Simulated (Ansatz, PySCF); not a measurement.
This PySCF input computes a BLYP/def2-TZVPD energy:

```python
from pyscf import gto, scf, dft

mol = gto.M(
    atom='''
    B    -0.03331914   -0.38925425   -0.07028612
    Cl    0.11612937    1.35669302    0.24497274
    C     1.27565683   -1.22477228   -0.21169731
    C    -1.46559762   -0.99423019   -0.18897928
    H     1.13623073   -2.26933871    0.07577275
    H     1.54285583   -1.23387356   -1.27726277
    H     2.12902382   -0.80712141    0.32216483
    H    -1.76220370   -1.32868002    0.81455250
    H    -2.22231642   -0.28277878   -0.51896384
    H    -1.49154899   -1.88170267   -0.82531003
    ''',
    basis='def2-tzvpd',
    charge=0,
    spin=0,
    verbose=4,
)

mf = dft.RKS(mol, xc='blyp').density_fit(auxbasis='def2-universal-jkfit')
mf.grids.level = 3
mf.conv_tol = 1e-9
mf.max_cycle = 100
mf.max_memory = 1500
mf.kernel()
if not mf.converged:
    mf = mf.newton()
    mf.kernel(mf.make_rdm1())
mf.analyze()
```

Q: Write an input for the same energy in Ansatz (a first-principles code) and say what it gives.

A: 
Ansatz 0.2 input:
```yaml
crystal:
  periodic: [false, false, false]
  atoms:
    - {symbol: B, position_ang: [-0.03331914, -0.38925425, -0.07028612]}
    - {symbol: Cl, position_ang: [0.11612937, 1.35669302, 0.24497274]}
    - {symbol: C, position_ang: [1.27565683, -1.22477228, -0.21169731]}
    - {symbol: C, position_ang: [-1.46559762, -0.99423019, -0.18897928]}
    - {symbol: H, position_ang: [1.13623073, -2.26933871, 0.07577275]}
    - {symbol: H, position_ang: [1.54285583, -1.23387356, -1.27726277]}
    - {symbol: H, position_ang: [2.12902382, -0.80712141, 0.32216483]}
    - {symbol: H, position_ang: [-1.76220370, -1.32868002, 0.81455250]}
    - {symbol: H, position_ang: [-2.22231642, -0.28277878, -0.51896384]}
    - {symbol: H, position_ang: [-1.49154899, -1.88170267, -0.82531003]}
basis:
  gaussian:
    orbitals: def2-TZVPD
hamiltonian:
  xc: {name: BLYP}
output: {forces: true}
```
It gives -564.91363 Eh, and PySCF -564.91376 Eh, a difference of 0.13 mEh, from the treatment of integrals and grids.
